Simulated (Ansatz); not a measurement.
CH$_{8}$BGeN (`CN[BH][GeH3]`). Charge 0, multiplicity 1. Correlated methods include outer-core shells of Ge, which these sets cover unevenly. Scalar relativity is left out up to krypton.

```xyz
12

C     1.4869   -0.9102   -0.0834
N     0.4424   -0.5865   -1.0286
B    -0.7087    0.1569   -0.8427
Ge   -1.2759    1.0514    0.9308
H     1.2524   -0.4702    0.8847
H     1.5823   -1.9925    0.0446
H     2.4539   -0.5197   -0.4137
H     0.6063   -0.9729   -1.9468
H    -1.4276    0.2848   -1.7945
H    -1.4475    2.5718    0.7350
H    -2.6488    0.5173    1.3879
H    -0.3157    0.8697    2.1268
```

Give the diagnostics of a CCSD(T)/def2-TZVPP run (frozen core, Ansatz 0.2.0). (Best estimate.)

The calculation gave: T1 = 0.0129, largest single amplitude 0.031, largest double 0.038, (T) share of the correlation energy 3.6 %, 9 CCSD cycles. The RHF solution is stable towards an unrestricted one. T1 lies under the customary mark of 0.02 for closed shells.
